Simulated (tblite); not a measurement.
Species: C5H10F2OSi.
Atom-mapped SMILES: `[F:1][CH:2]([F:3])[SiH:4]1[CH2:5][CH2:6][O:7][CH2:8][CH2:9]1` (hydrogens: H10 on C2; H11 on Si4; H12, H13 on C5; H14, H15 on C6; H16, H17 on C8; H18, H19 on C9)

Cartesian coordinates in Å at the GFN2-xTB level; atoms count from 1:
```xyz
19
C5H10F2OSi angstrom
F      1.759    0.156   -1.624
C      2.176    0.522   -0.377
F      3.159   -0.361   -0.040
Si     0.715    0.426    0.910
C     -0.728    1.481    0.262
C     -1.542    0.677   -0.763
O     -1.950   -0.585   -0.292
C     -0.926   -1.552   -0.248
C      0.053   -1.355    0.920
H      2.658    1.504   -0.482
H      1.282    0.883    2.181
H     -1.383    1.743    1.091
H     -0.404    2.412   -0.203
H     -2.470    1.204   -1.002
H     -0.960    0.559   -1.689
H     -0.375   -1.553   -1.199
H     -1.444   -2.509   -0.146
H     -0.478   -1.545    1.853
H      0.848   -2.097    0.841
```

Level: GFN2-xTB in tblite, geometry and Hessian alike; calculated harmonic values, unscaled, isolated species. Errors from tens to a few hundred cm⁻¹ against measured bands are possible. Modes of hydrogen on silicon can be 10 to 20 % off. One conformer, not necessarily the lowest.

Harmonic wavenumbers (cm⁻¹): 28.5, 71.3, 95.7, 140.1, 186.7, 223.8, 307.1, 357.6, 395.8, 400.7, 489.9, 545.8, 566.1, 604.5, 627.2, 703.0, 720.3, 795.4, 814.5, 895.1, 952.8, 984.5, 993.7, 1006.1, 1048.1, 1073.0, 1090.6, 1144.3, 1152.2, 1194.7, 1230.8, 1247.1, 1276.3, 1283.7, 1304.1, 1337.9, 1348.9, 1449.6, 1455.4, 1468.0, 1474.6, 2263.8, 2875.3, 2878.3, 2888.3, 2955.4, 2956.8, 2988.6, 2991.3, 2996.3, 3001.9.

A = 2132, B = 962.2, C = 922.4 MHz; mass 152.047 u (most abundant isotopes); point group C1, symmetry number 1.

Task: What is the zero-point energy?

Result: ½Σν̃ = 31641 cm⁻¹ = 90.47 kcal/mol.

Task: Give the ideal-gas entropy at 400 K and 1 bar in the rigid-rotor, harmonic-oscillator model (classical rotation).

Result: Translation 42.45, rotation 30.40, vibration 40.46: S = 113.3 cal/(mol K).

Task: And Cp and H(400 K) − H(0)?

Result: Cp = 49.81 cal/(mol K), of which vibrations give 41.86 (their classical limit is 51 R = 101.3); H(400 K) − H(0) = 11.50 kcal/mol without the zero-point energy, 8.32 from vibrations.

Task: Which modes carry the vibrational entropy at 400 K?

Result: 28.5 cm⁻¹: 6.51; 71.3 cm⁻¹: 4.70; 95.7 cm⁻¹: 4.12; 140.1 cm⁻¹: 3.37; 186.7 cm⁻¹: 2.82; 223.8 cm⁻¹: 2.47 cal/(mol K); the other 45 give 16.48 together.

Task: Blend soft modes into free rotors: weight 1/[1 + (100 cm⁻¹/ν̃)⁴] for the oscillator and the rest for a rotor with moment μB/(μ + B), μ = h/(8π²ν), B = 10⁻⁴⁴ kg m². What vibrational entropy results?

Result: 36.76 cal/(mol K) in place of 40.46, which changes −T·S at 400 K by +1.48 kcal/mol.

Task: What must be added to the electronic energy to get the Gibbs energy at 400 K and 1 bar?

Result: ZPE + [H(400 K) − H(0)] − T·S = 90.47 + 11.50 − 45.32 = 56.65 kcal/mol.

Hindered rotation and anharmonicity are outside this model. Other conformers, if any are populated, would add a mixing term that is left out. The structure is chiral; the term R ln 2 for an equal mix with its mirror image is left out.
